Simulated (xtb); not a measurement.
H₄N₂Si, SMILES N[Si]N (connectivity only; charge and spin as stated), neutral, multiplicity 1. All values are semi-empirical tight-binding results from xtb (GFN2-xTB unless named), good for trends rather than for accurate numbers. Geometry: GFN2-xTB. Other conformers were not sampled.

Computed properties:
```yaml
point_group_as_xtb_finds_it: C2v
orbital_gap: 3.59 eV
dipole_moment: 1.37 D
zero_point_energy: 30.8 kcal/mol
G − E(el) at 298.15 K (modified RRHO): 14.4 kcal/mol
static polarisability (D4 model): 53.6 bohr³
solvation energy, GFN2-xTB/ALPB(water): -0.7 kcal/mol
solvation energy, GFN2-xTB/ALPB(methanol): -1.8 kcal/mol
```
